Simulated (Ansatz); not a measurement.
Steps of a relaxation of `C#CBCC` with RKS PBE-D4/def2-SVP.

```sh
$ ansatz run in.yaml --threads 4 --pin off --events-out ev --progress --plain --max-ram 10444MiB
```

```yaml
crystal:
  periodic: [false, false, false]
  atoms:
    - {symbol: C, position_ang: [-3.006500, -0.459200, -0.119400]}
    - {symbol: C, position_ang: [-1.970100, 0.031500, 0.125100]}
    - {symbol: B, position_ang: [-0.612000, 0.606600, 0.439000]}
    - {symbol: C, position_ang: [0.727200, 0.362600, -0.530800]}
    - {symbol: C, position_ang: [1.773200, -0.409900, 0.165600]}
    - {symbol: H, position_ang: [-4.011000, -0.792500, -0.358400]}
    - {symbol: H, position_ang: [-0.400100, 1.240700, 1.442300]}
    - {symbol: H, position_ang: [1.074000, 1.349700, -0.887100]}
    - {symbol: H, position_ang: [0.320700, -0.217500, -1.366700]}
    - {symbol: H, position_ang: [2.147000, 0.181700, 1.076100]}
    - {symbol: H, position_ang: [2.604300, -0.561900, -0.500300]}
    - {symbol: H, position_ang: [1.430200, -1.386900, 0.548500]}
basis:
  gaussian: {orbitals: def2-SVP}
hamiltonian: {xc: pbe, dispersion: d4}
relax: {f_tol: 0.03, max_steps: 200}
```

Positions (Å) and forces (eV/Å) along the path, 11 of 16 steps:

```xyz
12
step=1 energy=-4925.4735 eV
C    -3.006   -0.459   -0.119   -6.367   -2.537   -1.577
C    -1.970    0.032    0.125    6.023    2.650    1.494
B    -0.612    0.607    0.439    1.769   -0.030   -0.883
C     0.727    0.363   -0.531   -3.370    0.462    0.443
C     1.773   -0.410    0.166    0.798    0.558    2.242
H    -4.011   -0.792   -0.358    0.177   -0.164    0.072
H    -0.400    1.241    1.442   -0.189    0.173    0.362
H     1.074    1.350   -0.887    0.124    0.135   -0.098
H     0.321   -0.217   -1.367    0.153   -0.047   -0.738
H     2.147    0.182    1.076   -0.142   -0.664   -0.768
H     2.604   -0.562   -0.500    1.080   -0.368   -0.507
H     1.430   -1.387    0.548   -0.056   -0.170   -0.040
12
step=2 energy=-4925.9103 eV
C    -3.053   -0.447   -0.120    0.018    0.323   -0.055
C    -1.953    0.051    0.133   -0.192   -0.167    0.097
B    -0.580    0.605    0.441    0.728   -0.185   -0.702
C     0.677    0.332   -0.544   -1.351    0.190    0.340
C     1.789   -0.398    0.181    0.502    0.082    0.760
H    -4.056   -0.784   -0.348    0.018   -0.155    0.024
H    -0.405    1.253    1.456   -0.001    0.021    0.058
H     1.019    1.335   -0.876    0.132    0.116   -0.071
H     0.360   -0.228   -1.452    0.039    0.092    0.058
H     2.141    0.164    1.087   -0.126   -0.151   -0.303
H     2.666   -0.541   -0.467    0.261   -0.101   -0.156
H     1.473   -1.397    0.542   -0.028   -0.065   -0.050
12
step=4 energy=-4925.9602 eV
C    -3.101   -0.396   -0.127    0.060    0.222   -0.001
C    -1.980    0.057    0.122   -0.078   -0.135   -0.023
B    -0.577    0.558    0.416   -0.081    0.038    0.019
C     0.649    0.298   -0.531    0.053   -0.031   -0.055
C     1.826   -0.380    0.197    0.086   -0.063   -0.031
H    -4.108   -0.732   -0.340    0.027   -0.081    0.017
H    -0.403    1.191    1.447    0.011   -0.020    0.006
H     0.983    1.308   -0.873   -0.018    0.001    0.004
H     0.373   -0.266   -1.446    0.000    0.001    0.025
H     2.143    0.193    1.091   -0.006    0.023    0.024
H     2.714   -0.486   -0.464   -0.056    0.018    0.020
H     1.557   -1.401    0.541    0.001    0.028   -0.006
12
step=8 energy=-4925.9878 eV
C    -3.197   -0.188   -0.219   -0.023   -0.004   -0.003
C    -2.036    0.072    0.103    0.037    0.023    0.003
B    -0.599    0.361    0.499    0.039    0.006    0.022
C     0.614    0.125   -0.471    0.005   -0.017    0.017
C     1.945   -0.276    0.183   -0.019   -0.014   -0.007
H    -4.217   -0.417   -0.496   -0.018    0.002   -0.005
H    -0.392    0.840    1.607   -0.018   -0.023   -0.034
H     0.724    1.139   -0.941   -0.009    0.000    0.006
H     0.352   -0.543   -1.318    0.005   -0.001    0.011
H     2.223    0.416    1.004   -0.005    0.022   -0.005
H     2.781   -0.293   -0.545   -0.006    0.005    0.003
H     1.878   -1.291    0.628    0.012    0.002   -0.008
12
step=9 energy=-4925.9876 eV rejected
C    -3.223   -0.097   -0.259    0.288    0.057    0.067
C    -2.051    0.074    0.101   -0.339   -0.081   -0.084
B    -0.605    0.258    0.545   -0.020    0.050    0.005
C     0.600    0.039   -0.435    0.015    0.182   -0.109
C     1.987   -0.223    0.171   -0.014   -0.121    0.089
H    -4.251   -0.245   -0.581    0.167    0.023    0.067
H    -0.395    0.670    1.680   -0.042   -0.044   -0.053
H     0.597    1.043   -0.963    0.024   -0.232    0.113
H     0.347   -0.678   -1.249    0.053    0.035    0.056
H     2.249    0.531    0.946   -0.064   -0.049   -0.056
H     2.794   -0.206   -0.592   -0.054   -0.014    0.009
H     2.027   -1.222    0.669   -0.013    0.194   -0.104
12
step=10 energy=-4925.9750 eV rejected
C    -3.212   -0.136   -0.230    0.346    0.094    0.083
C    -2.036    0.087    0.090   -0.499   -0.139   -0.187
B    -0.587    0.311    0.503   -0.440   -0.123   -0.077
C     0.616    0.071   -0.453   -0.073   -0.029   -0.129
C     1.959   -0.261    0.183    0.256    0.283    0.100
H    -4.247   -0.328   -0.509    0.231    0.043    0.068
H    -0.409    0.745    1.617    0.123    0.122    0.272
H     0.673    1.087   -0.932    0.021   -0.020   -0.061
H     0.371   -0.615   -1.286   -0.073   -0.029   -0.118
H     2.195    0.486    0.973    0.079   -0.206    0.004
H     2.780   -0.231   -0.560    0.092   -0.012   -0.024
H     1.973   -1.272    0.638   -0.063    0.017    0.070
12
step=11 energy=-4925.9901 eV
C    -3.204   -0.163   -0.227   -0.048   -0.004   -0.016
C    -2.040    0.076    0.099    0.057    0.010    0.008
B    -0.599    0.335    0.507   -0.021   -0.010   -0.001
C     0.611    0.100   -0.462    0.013    0.004    0.006
C     1.956   -0.264    0.181    0.003    0.006   -0.005
H    -4.227   -0.373   -0.510   -0.004    0.005    0.000
H    -0.397    0.795    1.621    0.006   -0.002    0.011
H     0.694    1.112   -0.944   -0.007   -0.006   -0.004
H     0.354   -0.579   -1.302    0.001   -0.005    0.001
H     2.224    0.446    0.991   -0.003   -0.002   -0.002
H     2.785   -0.266   -0.555   -0.001    0.003   -0.001
H     1.919   -1.275    0.635    0.004    0.004    0.004
12
step=12 energy=-4925.9923 eV
C    -3.217   -0.116   -0.246    0.133    0.034    0.027
C    -2.046    0.080    0.094   -0.111   -0.041   -0.020
B    -0.602    0.284    0.526   -0.043   -0.001   -0.001
C     0.605    0.057   -0.446    0.039    0.054   -0.018
C     1.977   -0.236    0.176   -0.020   -0.016    0.002
H    -4.244   -0.286   -0.544    0.019    0.006    0.009
H    -0.402    0.705    1.657   -0.001   -0.008   -0.002
H     0.633    1.060   -0.958    0.006   -0.055    0.013
H     0.357   -0.648   -1.268    0.005    0.002    0.009
H     2.230    0.502    0.965   -0.009   -0.013   -0.008
H     2.793   -0.218   -0.575   -0.016   -0.002    0.004
H     1.993   -1.239    0.653    0.000    0.041   -0.015
12
step=13 energy=-4925.9930 eV
C    -3.216   -0.099   -0.252   -0.077    0.005   -0.038
C    -2.047    0.079    0.094    0.056   -0.004    0.029
B    -0.603    0.267    0.533   -0.014   -0.033    0.018
C     0.604    0.045   -0.442   -0.006    0.077   -0.033
C     1.980   -0.224    0.174    0.010   -0.024    0.024
H    -4.244   -0.252   -0.557    0.040    0.004    0.018
H    -0.400    0.660    1.673   -0.007    0.004   -0.015
H     0.613    1.041   -0.969    0.011   -0.058    0.014
H     0.358   -0.673   -1.254    0.000    0.006    0.009
H     2.231    0.526    0.953   -0.008   -0.010   -0.012
H     2.791   -0.206   -0.583   -0.004   -0.003    0.003
H     2.011   -1.220    0.664   -0.001    0.035   -0.016
12
step=14 energy=-4925.9910 eV rejected
C    -3.216   -0.076   -0.260   -0.177   -0.006   -0.068
C    -2.047    0.067    0.098    0.119   -0.071    0.068
B    -0.603    0.220    0.549   -0.005    0.219   -0.060
C     0.601    0.028   -0.437   -0.039   -0.028   -0.020
C     1.986   -0.207    0.171    0.041   -0.011    0.033
H    -4.246   -0.196   -0.576    0.049    0.005    0.021
H    -0.403    0.621    1.686    0.001   -0.074    0.018
H     0.585    1.015   -0.979   -0.008   -0.038    0.033
H     0.364   -0.705   -1.239    0.005    0.000   -0.002
H     2.228    0.558    0.937   -0.001   -0.008   -0.013
H     2.789   -0.186   -0.593    0.015    0.000   -0.001
H     2.039   -1.195    0.675    0.001    0.011   -0.008
12
step=16 energy=-4925.9936 eV
C    -3.217   -0.081   -0.258    0.008    0.013   -0.007
C    -2.047    0.071    0.098   -0.016   -0.015    0.001
B    -0.604    0.241    0.542    0.012    0.013    0.001
C     0.602    0.038   -0.440   -0.013    0.002   -0.005
C     1.984   -0.210    0.173    0.007    0.000    0.007
H    -4.246   -0.211   -0.570   -0.002   -0.004    0.004
H    -0.403    0.612    1.689   -0.001   -0.005   -0.002
H     0.598    1.020   -0.985    0.001   -0.001    0.001
H     0.360   -0.696   -1.240    0.000   -0.001    0.001
H     2.231    0.555    0.937    0.000    0.002   -0.002
H     2.790   -0.198   -0.589    0.003    0.001   -0.002
H     2.027   -1.196    0.679    0.000   -0.003    0.001
```

Hardware: 4 threads of an Arm Neoverse V1 on a shared host. Wall time 16 s, peak host memory 0.14 GiB.
